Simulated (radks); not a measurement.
Values are calculated unless marked as measured or tabulated.
Charge is removed step by step from the 5d down level of neutral thallium, starting from [Xe] 4f14 5d(up 5, down 5) 6s2 6p1. Code: a radial shooting solver on a logarithmic mesh with Libxc functionals. Model: scalar-relativistic Kohn-Sham, r2SCAN, spin-polarised, spherical densities, finite nucleus; open shells are filled with parallel spins first (spin-orbit coupling, left out, can overturn this in heavy ions); meta-GGA in the generalised Kohn-Sham scheme; Fermi nuclear charge, rms radius 5.4759 fm.

removed (e)  E - E(0) (eV)  eigenvalue (eV)  E minus straight line (eV)
0                    0.000          -15.914                       0.000
0.1                  1.643          -16.965                      -0.504
0.2                  3.393          -18.043                      -0.902
0.3                  5.252          -19.143                      -1.192
0.4                  7.222          -20.265                      -1.370
0.5                  9.305          -21.407                      -1.434
0.6                 11.503          -22.566                      -1.384
0.7                 13.818          -23.743                      -1.217
0.8                 16.251          -24.936                      -0.932
0.9                 18.804          -26.144                      -0.527
1                   21.479          -27.367                       0.000

Removing the whole electron costs 21.479 eV by Delta-SCF, against 15.914 eV from minus the eigenvalue at the starting occupation. Slater's transition state (half an electron removed) gives 21.407 eV. Integrating minus the eigenvalue over the occupation (Janak's theorem) gives 21.484 eV. In this scalar-relativistic scheme the density is built from large components alone, so the theorem holds only approximately. The mean slope of the eigenvalue, de/dn, is 11.5 eV per electron.
